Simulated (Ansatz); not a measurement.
Ansatz (an electronic-structure program) input:
A basis named .json is the Basis Set Exchange file of that set.

Ansatz 0.2 input:
```yaml
crystal:
  periodic: [false, false, false]
  atoms:
    - {symbol: C, position_ang: [-2.18492120, -0.20972947, -0.81938250]}
    - {symbol: O, position_ang: [-1.14382587, 0.34345488, -0.04173121]}
    - {symbol: Al, position_ang: [0.47964942, 0.06175747, 0.19330338]}
    - {symbol: F, position_ang: [1.32295030, 0.99909693, 1.24119205]}
    - {symbol: F, position_ang: [1.28203860, -1.13696295, -0.59568469]}
    - {symbol: H, position_ang: [-2.59644756, 0.55945416, -1.47661235]}
    - {symbol: H, position_ang: [-2.98173761, -0.56392744, -0.16167749]}
    - {symbol: H, position_ang: [-1.84202314, -1.04684188, -1.43407567]}
basis:
  gaussian:
    orbitals: aug-cc-pV_Q+d_Z.json
    fitting: {mean_field: def2-universal-jkfit, correlation: aug-cc-pVQZ-RIFIT.json}
magnetization: {spin_polarized: true, initial_magnetization: 2}
correlation: {method: mp2, electrons: outside_noble_gas}
```

Question: Which total energy does the run end on?

Answer: -556.47254 Eh (RI-MP2/aug-cc-pV(Q+d)Z). The basis has 547 functions.

This state (charge 0, triplet) is run at the relaxed geometry of the species with charge 0 and multiplicity 1, and is a spin state other than that species' own.
